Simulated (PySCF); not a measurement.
Excited states of `C[C@@H](/C(=C/OC)CO)C=O`, C7H12O3

Computed, not measured: TDA BHandHLYP/def2-SVP excited states, vertical, gas phase in PySCF. Geometry: GFN2-xTB.

Input:
```
{"job": {"kind": "states", "xc": "BHandHLYP", "basis": "def2-SVP", "tda": true, "soc": true, "nstates": 8, "ntriplets": 5, "nquad": 4}, "charge": 0, "multiplicity": 1}
C      3.044520     1.233886     0.499596
O      2.171997     0.384482    -0.207985
C      0.849882     0.531788     0.080661
C     -0.071729    -0.286945    -0.426915
C      0.328034    -1.469061    -1.285632
O     -0.640963    -2.478359    -1.361651
C     -1.545661    -0.156736    -0.098653
C     -2.077704     1.267264    -0.038835
C     -1.577261    -0.864022     1.230128
O     -1.578237    -2.058110     1.380037
H      4.038882     1.058517     0.093888
H      3.043997     1.001844     1.570131
H      2.776741     2.286636     0.362109
H      0.593740     1.369661     0.718200
H      1.286279    -1.861586    -0.913955
H      0.486765    -1.131566    -2.316222
H     -0.886759    -2.748137    -0.462883
H     -2.097808    -0.739263    -0.842510
H     -3.157375     1.252178     0.093064
H     -1.848680     1.790132    -0.963522
H     -1.641569     1.821137     0.788744
H     -1.507503    -0.184354     2.101355
```
Coordinates are in Å.

Command: `OMP_NUM_THREADS=1 python excited_run.py task.json out`

(1) Show the output.

## Answers

(1) H and L stand for HOMO and LUMO.
```
coarse grid: 18304 points
cycle   1  E = -498.6473731624  dE =  1.696e+00  |g| = 9.921e-01  |ddm| = 4.779e+00
cycle   2  E = -498.5032240979  dE =  1.441e-01  |g| = 1.353e+00  |ddm| = 2.437e+00
cycle   3  E = -498.8446999085  dE = -3.415e-01  |g| = 1.535e-01  |ddm| = 1.608e+00
cycle   4  E = -498.8486896597  dE = -3.990e-03  |g| = 7.903e-02  |ddm| = 2.109e-01
cycle   5  E = -498.8499093150  dE = -1.220e-03  |g| = 1.011e-02  |ddm| = 8.077e-02
cycle   6  E = -498.8499366537  dE = -2.734e-05  |g| = 3.963e-03  |ddm| = 1.915e-02
cycle   7  E = -498.8499411003  dE = -4.447e-06  |g| = 1.240e-03  |ddm| = 6.525e-03
final grid: 176544 points
cycle   8  E = -498.9221695119  dE = -3.229e-05  |g| = 3.702e-03  |ddm| = 3.186e-02
cycle   9  E = -498.9221693901  dE =  1.218e-07  |g| = 4.078e-03  |ddm| = 8.556e-03
cycle  10  E = -498.9221729212  dE = -3.531e-06  |g| = 7.263e-04  |ddm| = 4.573e-03
cycle  11  E = -498.9221730295  dE = -1.083e-07  |g| = 1.972e-04  |ddm| = 7.861e-04
cycle  12  E = -498.9221730387  dE = -9.141e-09  |g| = 6.249e-05  |ddm| = 2.949e-04
cycle  13  E = -498.9221730396  dE = -9.845e-10  |g| = 2.293e-05  |ddm| = 9.053e-05
converged SCF energy = -498.9221730396

Singlet excitations
state   eV       nm        f     d(h-e)  d(exc)  Lambda  PR(NTO)  |dmu|/D   mu/D   main configurations
  1   4.6576   266.2   0.01388   0.318   2.155   0.460   1.008    0.687    4.505   H-1->L 0.41, H-2->L 0.29, H->L 0.21
  2   5.8830   210.7   0.12220   2.175   3.341   0.512   1.034    6.690    9.396   H->L 0.72, H-1->L 0.12
  3   7.0793   175.1   0.46023   0.311   2.772   0.740   1.108    0.902    4.323   H->L+1 0.85
  4   7.3178   169.4   0.05409   1.701   3.386   0.381   1.638    5.680    2.890   H->L+2 0.64, H-2->L 0.12, H-1->L 0.12
  5   7.4026   167.5   0.01790   2.043   3.443   0.416   1.632                     H-2->L 0.43, H-1->L 0.28, H->L+2 0.22
  6   7.9386   156.2   0.01318   0.966   3.595   0.330   1.062                     H->L+3 0.75, H->L+5 0.09
  7   7.9740   155.5   0.00374   1.281   3.039   0.405   1.242                     H-1->L+1 0.59, H-2->L+1 0.22
  8   8.2537   150.2   0.00942   1.308   3.598   0.385   1.128                     H->L+4 0.81

Triplet excitations (Tamm-Dancoff)
state   eV     d(h-e)  d(exc)  Lambda  PR(NTO)   main configurations
  1   3.7950   0.240   2.343   0.582   1.374   H->L 0.46, H->L+1 0.30, H-1->L 0.11
  2   4.1345   0.294   2.055   0.549   1.796   H-1->L 0.34, H->L+1 0.31, H-2->L 0.27
  3   5.3715   1.345   2.867   0.571   1.108   H->L 0.35, H->L+1 0.23, H-2->L 0.10
  4   6.2895   0.706   2.516   0.536   1.108   H-5->L 0.22, H-8->L 0.17, H->L 0.16
  5   7.1623   1.589   3.358   0.354   1.087   H->L+2 0.78
S1 - T1 = 0.8626 eV

Spin-orbit couplings |<S|Hso|T>| (cm-1)
             T1       T2       T3       T4       T5
S0       28.263   44.753   13.817    6.171    5.357
S1        4.342    1.028   25.787   28.562    2.482
S2        8.682    6.076    6.401   12.639    2.158
S3        0.859    1.459    0.999    2.269    2.618
S4        2.811    5.721    2.643    0.831    0.958
S5        7.211    7.712    4.374    4.893    0.796
S6        2.802    2.573    1.572    0.698    0.401
S7        2.551    3.323    2.908    0.794    0.458
S8        0.722    0.643    1.307    0.165    0.750
T1 sublevels (cm-1): 0.000 0.000 0.057   radiative rates (1/s): 0.228 3.22 36.8
```

States above about 7.4 eV lie in this functional's continuum (it starts at minus the energy of the highest occupied orbital, well below the true ionisation energy for most functionals) and depend on the basis.

It took 72 s wall time on 1 thread of an Arm Neoverse V1, shared host, peak memory 0.95 GiB.
